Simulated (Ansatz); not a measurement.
Relaxation of C9H20IN⁻, that is N-butyl-N-methylpyrrolidinium iodide with one electron more with UKS PBE0-D4/def2-SVP.

```sh
$ ansatz run in.yaml --threads 4 --pin off --events-out ev --progress --plain --max-ram 6963MiB
```

```yaml
crystal:
  periodic: [false, false, false]
  atoms:
    - {symbol: C, position_ang: [4.192483, 0.488713, 0.051075]}
    - {symbol: C, position_ang: [2.983267, -0.430152, 0.095845]}
    - {symbol: C, position_ang: [1.660260, 0.327274, 0.027338]}
    - {symbol: C, position_ang: [0.503933, -0.640839, 0.138693]}
    - {symbol: N, position_ang: [-0.865366, -0.034898, 0.016530]}
    - {symbol: C, position_ang: [-1.056643, 1.043774, 1.028864]}
    - {symbol: C, position_ang: [-1.904284, -1.107246, 0.227466]}
    - {symbol: C, position_ang: [-3.179480, -0.535686, -0.373198]}
    - {symbol: C, position_ang: [-2.707976, 0.481952, -1.436247]}
    - {symbol: C, position_ang: [-1.182324, 0.463520, -1.357124]}
    - {symbol: H, position_ang: [4.213454, 1.086129, -0.875909]}
    - {symbol: H, position_ang: [5.130742, -0.084340, 0.098864]}
    - {symbol: H, position_ang: [4.190234, 1.191558, 0.900118]}
    - {symbol: H, position_ang: [3.033896, -1.156507, -0.735315]}
    - {symbol: H, position_ang: [2.997728, -1.026280, 1.024536]}
    - {symbol: H, position_ang: [1.616783, 0.911687, -0.910384]}
    - {symbol: H, position_ang: [1.630615, 1.045580, 0.862556]}
    - {symbol: H, position_ang: [0.507000, -1.135854, 1.132059]}
    - {symbol: H, position_ang: [0.558477, -1.413027, -0.644632]}
    - {symbol: H, position_ang: [-0.837839, 0.606550, 2.023360]}
    - {symbol: H, position_ang: [-2.095135, 1.391152, 0.990618]}
    - {symbol: H, position_ang: [-0.381873, 1.874691, 0.796336]}
    - {symbol: H, position_ang: [-1.548984, -1.984025, -0.332588]}
    - {symbol: H, position_ang: [-1.912070, -1.366098, 1.303014]}
    - {symbol: H, position_ang: [-3.797486, -0.050835, 0.395888]}
    - {symbol: H, position_ang: [-3.791228, -1.340083, -0.803072]}
    - {symbol: H, position_ang: [-3.036198, 0.216652, -2.450581]}
    - {symbol: H, position_ang: [-3.103689, 1.486724, -1.230792]}
    - {symbol: H, position_ang: [-0.700585, 1.435808, -1.520044]}
    - {symbol: H, position_ang: [-0.748686, -0.262147, -2.060302]}
    - {symbol: I, position_ang: [-0.369004, -1.483757, 3.616998]}
basis:
  gaussian: {orbitals: def2-SVP}
total_charge: -1
magnetization: {spin_polarized: true, initial_magnetization: 1}
hamiltonian: {xc: pbe0, dispersion: d4}
scf: {lower_state_search: "off"}
output: {orbitals: {seedname: orbitals}}
relax: {f_tol: 0.03, max_steps: 70}
```

Hardware: 4 threads of Arm Neoverse V1 on a shared host. Wall time 5.3 min, peak host memory 1.5 GiB.

Positions (Å) and forces (eV/Å) at steps 1, 2, 3, 4, 5, 6, 7, 10, 13 of 15:

```xyz
31
step=1 energy=-19228.6254 eV
C     4.192    0.489    0.051    0.004   -0.044    0.020
C     2.983   -0.430    0.096   -0.043   -0.017    0.058
C     1.660    0.327    0.027    0.141   -0.056    0.153
C     0.504   -0.641    0.139   -0.143    0.228    0.551
N    -0.865   -0.035    0.017    0.205    0.020    0.118
C    -1.057    1.044    1.029    0.267   -0.390    0.309
C    -1.904   -1.107    0.227   -0.180    0.217    0.386
C    -3.179   -0.536   -0.373    0.224    0.310   -0.110
C    -2.708    0.482   -1.436    0.288   -0.182    0.513
C    -1.182    0.464   -1.357   -0.771    0.239   -0.039
H     4.213    1.086   -0.876   -0.024   -0.002    0.002
H     5.131   -0.084    0.099    0.070   -0.003    0.003
H     4.190    1.192    0.900   -0.008    0.013   -0.015
H     3.034   -1.157   -0.735   -0.026    0.014   -0.043
H     2.998   -1.026    1.025    0.024   -0.007   -0.008
H     1.617    0.912   -0.910   -0.063    0.028   -0.060
H     1.631    1.046    0.863    0.029    0.034   -0.093
H     0.507   -1.136    1.132    0.054    0.072   -0.176
H     0.558   -1.413   -0.645   -0.082   -0.153   -0.413
H    -0.838    0.607    2.023   -0.002    0.057   -0.121
H    -2.095    1.391    0.991   -0.166    0.092   -0.118
H    -0.382    1.875    0.796    0.019    0.153   -0.162
H    -1.549   -1.984   -0.333    0.055   -0.094   -0.427
H    -1.912   -1.366    1.303   -0.083    0.150   -0.061
H    -3.797   -0.051    0.396   -0.023    0.165    0.168
H    -3.791   -1.340   -0.803   -0.085   -0.404   -0.396
H    -3.036    0.217   -2.451   -0.049   -0.470   -0.512
H    -3.104    1.487   -1.231   -0.006    0.272    0.200
H    -0.701    1.436   -1.520    0.184    0.524    0.087
H    -0.749   -0.262   -2.060    0.089   -0.575   -0.281
I    -0.369   -1.484    3.617    0.099   -0.190    0.468
31
step=2 energy=-19228.7760 eV
C     4.195    0.478    0.051    0.005   -0.013   -0.006
C     2.983   -0.438    0.097   -0.017   -0.020   -0.009
C     1.664    0.328    0.032    0.033    0.023    0.036
C     0.496   -0.627    0.143   -0.050   -0.023    0.217
N    -0.869   -0.015    0.018    0.091    0.034    0.244
C    -1.047    1.050    1.042    0.104   -0.181    0.093
C    -1.910   -1.086    0.227   -0.043   -0.019    0.230
C    -3.186   -0.536   -0.388    0.037    0.175    0.053
C    -2.715    0.475   -1.447    0.096    0.104    0.200
C    -1.196    0.482   -1.359   -0.291    0.311   -0.119
H     4.210    1.075   -0.876    0.002   -0.005    0.002
H     5.138   -0.090    0.097    0.006    0.000    0.000
H     4.192    1.184    0.897   -0.001   -0.001   -0.002
H     3.025   -1.157   -0.742   -0.008    0.006    0.006
H     3.001   -1.039    1.022   -0.008   -0.004   -0.008
H     1.615    0.908   -0.910   -0.008   -0.020    0.005
H     1.645    1.057    0.857    0.019    0.022   -0.023
H     0.500   -1.137    1.127    0.019    0.038   -0.135
H     0.532   -1.382   -0.672   -0.013   -0.056   -0.125
H    -0.813    0.606    2.030    0.001    0.069   -0.081
H    -2.090    1.396    1.002   -0.045    0.039   -0.017
H    -0.384    1.890    0.787   -0.007    0.057   -0.019
H    -1.549   -1.948   -0.365    0.023   -0.036   -0.180
H    -1.918   -1.343    1.304   -0.062    0.059   -0.102
H    -3.819   -0.054    0.376   -0.005    0.025   -0.003
H    -3.763   -1.363   -0.852    0.017   -0.154   -0.156
H    -3.019    0.153   -2.469    0.004   -0.231   -0.200
H    -3.122    1.484   -1.251   -0.008    0.019    0.030
H    -0.716    1.470   -1.514   -0.006    0.104    0.075
H    -0.764   -0.271   -2.055    0.059   -0.295   -0.112
I    -0.316   -1.553    3.791    0.055   -0.028    0.107
31
step=3 energy=-19228.8219 eV
C     4.196    0.447    0.042    0.001   -0.008   -0.004
C     2.970   -0.451    0.090    0.005    0.020   -0.009
C     1.663    0.335    0.039   -0.049    0.003   -0.021
C     0.484   -0.609    0.149    0.057   -0.036   -0.070
N    -0.877    0.016    0.045    0.000    0.004    0.186
C    -1.045    1.069    1.079   -0.005   -0.009   -0.102
C    -1.913   -1.066    0.234   -0.025    0.009   -0.040
C    -3.186   -0.547   -0.413   -0.090   -0.028    0.082
C    -2.718    0.461   -1.469    0.056    0.174   -0.019
C    -1.208    0.523   -1.337   -0.042    0.219   -0.095
H     4.215    1.047   -0.884    0.005   -0.006   -0.002
H     5.132   -0.131    0.085   -0.007   -0.005   -0.001
H     4.203    1.153    0.888    0.002   -0.009    0.001
H     2.995   -1.166   -0.753   -0.005    0.004    0.008
H     2.983   -1.058    1.011   -0.007    0.003    0.003
H     1.612    0.912   -0.904    0.014   -0.012    0.003
H     1.663    1.069    0.860   -0.001   -0.005    0.019
H     0.499   -1.143    1.115   -0.012   -0.003    0.018
H     0.501   -1.343   -0.693    0.000    0.039    0.055
H    -0.783    0.632    2.059    0.011    0.006    0.022
H    -2.095    1.406    1.057    0.019   -0.031   -0.004
H    -0.405    1.924    0.809   -0.002   -0.031    0.043
H    -1.530   -1.909   -0.387   -0.010    0.006    0.021
H    -1.940   -1.334    1.304   -0.015   -0.007   -0.049
H    -3.866   -0.085    0.326    0.047   -0.058   -0.076
H    -3.700   -1.407   -0.918    0.019    0.043    0.039
H    -2.962    0.059   -2.496    0.026   -0.005    0.055
H    -3.175    1.459   -1.315    0.032   -0.135   -0.057
H    -0.751    1.528   -1.468   -0.075   -0.136    0.025
H    -0.747   -0.248   -2.019    0.012   -0.021   -0.046
I    -0.214   -1.544    3.864    0.038    0.015    0.015
31
step=4 energy=-19228.8318 eV
C     4.198    0.430    0.037   -0.013    0.003    0.000
C     2.960   -0.452    0.091    0.016   -0.006    0.000
C     1.659    0.343    0.042   -0.015    0.006   -0.010
C     0.480   -0.600    0.153    0.018   -0.029   -0.054
N    -0.882    0.024    0.053   -0.018   -0.012    0.045
C    -1.051    1.066    1.095   -0.036    0.011   -0.054
C    -1.917   -1.062    0.228    0.012    0.014   -0.046
C    -3.189   -0.550   -0.426    0.005   -0.033    0.022
C    -2.716    0.458   -1.482    0.032    0.053   -0.027
C    -1.212    0.545   -1.330   -0.032    0.026   -0.024
H     4.223    1.027   -0.891    0.004   -0.002   -0.001
H     5.126   -0.162    0.078   -0.010   -0.004    0.000
H     4.217    1.137    0.882    0.004   -0.003   -0.001
H     2.974   -1.169   -0.749   -0.002   -0.002    0.002
H     2.969   -1.056    1.014   -0.003    0.004    0.005
H     1.611    0.919   -0.901    0.001   -0.004    0.005
H     1.662    1.075    0.865   -0.004   -0.008    0.008
H     0.498   -1.137    1.117   -0.003    0.002    0.021
H     0.495   -1.330   -0.692    0.006    0.019    0.031
H    -0.787    0.625    2.072    0.005   -0.004    0.014
H    -2.103    1.396    1.072    0.012   -0.002    0.006
H    -0.413    1.925    0.836    0.003   -0.020    0.029
H    -1.528   -1.899   -0.398   -0.003    0.003    0.025
H    -1.949   -1.337    1.295   -0.017   -0.014   -0.030
H    -3.881   -0.097    0.303    0.008   -0.006   -0.011
H    -3.687   -1.415   -0.936   -0.007    0.026    0.025
H    -2.930    0.027   -2.506    0.005    0.013    0.038
H    -3.198    1.444   -1.357    0.001   -0.041   -0.028
H    -0.772    1.554   -1.445   -0.017   -0.040    0.008
H    -0.735   -0.216   -2.018    0.017    0.025    0.017
I    -0.121   -1.512    3.897    0.027    0.023   -0.014
31
step=5 energy=-19228.8402 eV
C     4.193    0.413    0.036    0.001   -0.005   -0.002
C     2.948   -0.456    0.099    0.003    0.000    0.002
C     1.651    0.346    0.049    0.004   -0.001    0.003
C     0.473   -0.597    0.153   -0.011   -0.001    0.006
N    -0.890    0.028    0.059   -0.022   -0.017   -0.042
C    -1.068    1.056    1.110   -0.015    0.003    0.026
C    -1.922   -1.063    0.211    0.028    0.029   -0.008
C    -3.191   -0.548   -0.441    0.001   -0.027   -0.031
C    -2.713    0.455   -1.500    0.006   -0.036   -0.022
C    -1.215    0.568   -1.322    0.017   -0.074   -0.013
H     4.225    1.003   -0.895   -0.002   -0.001    0.001
H     5.113   -0.192    0.077   -0.001    0.005    0.001
H     4.226    1.123    0.878   -0.002   -0.004   -0.003
H     2.953   -1.179   -0.736    0.003    0.002    0.003
H     2.953   -1.054    1.027   -0.004    0.008    0.002
H     1.607    0.924   -0.893    0.003    0.003    0.001
H     1.654    1.074    0.877   -0.002   -0.008    0.003
H     0.493   -1.137    1.115    0.004    0.003    0.022
H     0.489   -1.321   -0.694   -0.005    0.005   -0.004
H    -0.813    0.605    2.086    0.011   -0.009    0.006
H    -2.118    1.390    1.080    0.005    0.008   -0.010
H    -0.422    1.915    0.876    0.003   -0.011    0.002
H    -1.528   -1.892   -0.421   -0.006    0.008    0.001
H    -1.960   -1.354    1.273   -0.017   -0.006   -0.018
H    -3.884   -0.093    0.284   -0.001    0.015    0.018
H    -3.693   -1.413   -0.949   -0.013    0.005    0.015
H    -2.900   -0.003   -2.520    0.010    0.017    0.039
H    -3.219    1.430   -1.406    0.006    0.003   -0.004
H    -0.792    1.583   -1.414    0.006    0.017    0.002
H    -0.710   -0.177   -2.012   -0.024    0.053    0.018
I     0.057   -1.433    3.914    0.016    0.016   -0.019
31
step=6 energy=-19228.8457 eV
C     4.188    0.403    0.043   -0.006    0.007    0.002
C     2.939   -0.460    0.114   -0.001   -0.017    0.002
C     1.644    0.344    0.059    0.016    0.009   -0.004
C     0.465   -0.599    0.151   -0.014   -0.024   -0.036
N    -0.898    0.026    0.056   -0.011   -0.016   -0.029
C    -1.076    1.042    1.118   -0.021    0.028    0.010
C    -1.930   -1.064    0.194    0.027   -0.018    0.015
C    -3.200   -0.543   -0.450    0.014    0.018   -0.022
C    -2.712    0.450   -1.514   -0.054   -0.017   -0.041
C    -1.218    0.581   -1.321    0.031   -0.038    0.000
H     4.221    0.988   -0.892   -0.001    0.001    0.001
H     5.106   -0.204    0.088   -0.005    0.001    0.002
H     4.223    1.119    0.880    0.000    0.003    0.002
H     2.943   -1.189   -0.717    0.001   -0.003    0.003
H     2.942   -1.050    1.046    0.000    0.002    0.004
H     1.607    0.927   -0.880   -0.005    0.004    0.003
H     1.643    1.065    0.892    0.000   -0.008    0.002
H     0.485   -1.143    1.111    0.003   -0.001    0.007
H     0.483   -1.316   -0.701    0.010   -0.005    0.004
H    -0.829    0.581    2.092    0.005   -0.007   -0.012
H    -2.121    1.388    1.080   -0.001    0.011   -0.001
H    -0.417    1.895    0.901   -0.006   -0.005   -0.002
H    -1.539   -1.887   -0.450    0.000    0.002   -0.005
H    -1.972   -1.371    1.250   -0.003   -0.003   -0.002
H    -3.882   -0.077    0.279    0.004    0.012    0.006
H    -3.716   -1.406   -0.949    0.003    0.007    0.006
H    -2.882   -0.026   -2.529    0.005    0.012    0.027
H    -3.229    1.422   -1.441    0.002    0.005    0.006
H    -0.809    1.603   -1.394   -0.008    0.008    0.004
H    -0.701   -0.144   -2.022    0.001    0.024    0.051
I     0.237   -1.354    3.907    0.014    0.006   -0.005
31
step=7 energy=-19228.8497 eV
C     4.178    0.398    0.057    0.006   -0.003    0.000
C     2.932   -0.468    0.127    0.000    0.007   -0.001
C     1.637    0.337    0.064    0.005   -0.006    0.008
C     0.458   -0.607    0.141   -0.001    0.016    0.021
N    -0.904    0.021    0.051    0.004    0.003    0.002
C    -1.083    1.033    1.118    0.016   -0.021    0.028
C    -1.935   -1.068    0.178    0.001    0.012   -0.007
C    -3.205   -0.534   -0.455   -0.032   -0.014   -0.012
C    -2.716    0.449   -1.527    0.002   -0.025    0.001
C    -1.223    0.590   -1.322    0.034   -0.008   -0.028
H     4.213    0.979   -0.881   -0.001    0.000    0.002
H     5.097   -0.207    0.108    0.001    0.002    0.003
H     4.209    1.118    0.891   -0.005   -0.003    0.001
H     2.940   -1.202   -0.699    0.004   -0.001    0.000
H     2.930   -1.051    1.064   -0.002    0.003    0.001
H     1.608    0.930   -0.869   -0.001   -0.004    0.004
H     1.629    1.047    0.907   -0.003   -0.007   -0.001
H     0.478   -1.156    1.099    0.004    0.000   -0.013
H     0.480   -1.318   -0.716   -0.011    0.004   -0.002
H    -0.835    0.565    2.088   -0.007    0.013   -0.007
H    -2.125    1.386    1.078    0.005   -0.005    0.003
H    -0.418    1.883    0.909   -0.002    0.003   -0.006
H    -1.550   -1.883   -0.478   -0.005    0.003   -0.004
H    -1.977   -1.388    1.231   -0.004    0.003    0.002
H    -3.872   -0.054    0.280    0.001    0.000    0.001
H    -3.738   -1.393   -0.942   -0.003    0.003    0.003
H    -2.874   -0.042   -2.535    0.002    0.001    0.012
H    -3.238    1.419   -1.468    0.005    0.006    0.006
H    -0.826    1.618   -1.377   -0.003    0.001    0.004
H    -0.689   -0.120   -2.022   -0.017    0.009   -0.013
I     0.419   -1.282    3.901    0.010    0.008   -0.008
31
step=10 energy=-19228.8565 eV
C     4.158    0.387    0.129   -0.002    0.001    0.005
C     2.918   -0.491    0.151    0.008    0.007   -0.012
C     1.623    0.310    0.077   -0.004   -0.003   -0.008
C     0.442   -0.635    0.101    0.009    0.020   -0.019
N    -0.917    0.004    0.028   -0.010    0.016   -0.004
C    -1.078    1.005    1.109   -0.019    0.002    0.019
C    -1.957   -1.076    0.147   -0.006    0.029   -0.022
C    -3.229   -0.519   -0.464   -0.024   -0.006    0.010
C    -2.736    0.456   -1.540    0.033   -0.006    0.047
C    -1.242    0.598   -1.336    0.013    0.003    0.007
H     4.215    0.986   -0.796   -0.001   -0.002    0.007
H     5.080   -0.211    0.197    0.004   -0.002   -0.001
H     4.156    1.088    0.980   -0.004   -0.009   -0.002
H     2.953   -1.211   -0.688    0.001    0.004   -0.001
H     2.894   -1.083    1.082   -0.001    0.004   -0.003
H     1.611    0.936   -0.835   -0.001   -0.011    0.006
H     1.593    0.983    0.949   -0.002   -0.009    0.000
H     0.462   -1.214    1.040   -0.002    0.009   -0.007
H     0.464   -1.317   -0.779   -0.005    0.007    0.001
H    -0.789    0.538    2.068    0.002    0.018   -0.007
H    -2.126    1.346    1.103    0.017   -0.009   -0.002
H    -0.431    1.865    0.885   -0.003   -0.004    0.003
H    -1.589   -1.884   -0.528   -0.001   -0.010   -0.007
H    -1.997   -1.412    1.195   -0.005    0.007    0.002
H    -3.872   -0.027    0.284   -0.001   -0.006   -0.006
H    -3.785   -1.369   -0.941   -0.006   -0.011   -0.014
H    -2.895   -0.039   -2.542   -0.010   -0.014   -0.022
H    -3.253    1.430   -1.482   -0.007    0.005    0.006
H    -0.853    1.630   -1.365    0.008   -0.009   -0.002
H    -0.707   -0.094   -2.048   -0.002   -0.012   -0.030
I     0.885   -0.984    3.815    0.019   -0.010    0.055
31
step=13 energy=-19228.8622 eV
C     4.146    0.375    0.184   -0.006    0.038    0.009
C     2.909   -0.506    0.115    0.014   -0.005    0.004
C     1.613    0.296    0.070    0.005   -0.002    0.005
C     0.433   -0.649    0.098   -0.011   -0.011   -0.010
N    -0.927   -0.010    0.022   -0.003    0.017   -0.027
C    -1.084    0.991    1.105   -0.002    0.010    0.000
C    -1.976   -1.084    0.132   -0.004   -0.012    0.005
C    -3.241   -0.527   -0.491   -0.001    0.006   -0.003
C    -2.742    0.484   -1.531   -0.028   -0.005   -0.031
C    -1.243    0.581   -1.342    0.025   -0.028    0.017
H     4.212    1.057   -0.683   -0.006   -0.037    0.046
H     5.069   -0.226    0.209   -0.011    0.016   -0.002
H     4.127    0.992    1.099    0.002   -0.035   -0.054
H     2.963   -1.172   -0.767    0.001    0.014    0.026
H     2.871   -1.149    1.012    0.007    0.009   -0.027
H     1.589    0.935   -0.832    0.002    0.004    0.003
H     1.593    0.949    0.957   -0.001    0.000   -0.006
H     0.454   -1.217    1.043    0.003    0.001    0.004
H     0.451   -1.341   -0.773    0.003    0.001    0.007
H    -0.755    0.540    2.058    0.000    0.001   -0.002
H    -2.139    1.305    1.129    0.003    0.000    0.002
H    -0.462    1.865    0.863   -0.005   -0.006    0.005
H    -1.602   -1.896   -0.539    0.003   -0.003    0.000
H    -2.031   -1.414    1.181   -0.001    0.004   -0.003
H    -3.908   -0.066    0.256    0.005   -0.003   -0.010
H    -3.772   -1.372   -1.010    0.013    0.013    0.003
H    -2.927    0.038   -2.555    0.007    0.025    0.038
H    -3.238    1.465   -1.426    0.010   -0.019    0.002
H    -0.816    1.599   -1.389   -0.007   -0.014   -0.004
H    -0.742   -0.135   -2.056   -0.010    0.017    0.022
I     1.177   -0.708    3.860   -0.005    0.005   -0.018
```

In the def2 sets I takes a core potential; there is no spin–orbit coupling. The highest occupied level of the relaxed charge -1 doublet lies above zero (up to 2.43 eV). By energy differences it is unbound by 1.39 eV (each at its own geometry, against the charge 0 singlet, at PBE0-D4/def2-SVP) and held by the finite basis.
